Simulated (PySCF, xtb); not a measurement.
B(F)(NH2)2 (BFH4N2), SMILES NB(N)F.

GFN2-xTB (xtb) at its own geometry gives an orbital gap of 7.21 eV and a dipole moment of 2.89 D.

The structure is a stationary point at B3LYP-D3(BJ)/def2-SVP. Other conformers were not sampled.

### Question
What does PBE0/def2-TZVPD run with PySCF give? (An estimate is asked for; the answer gives what the named calculation found.)

### Answer
gap 7.14 eV (levels -7.21 and -0.07 eV), dipole 2.32 D.
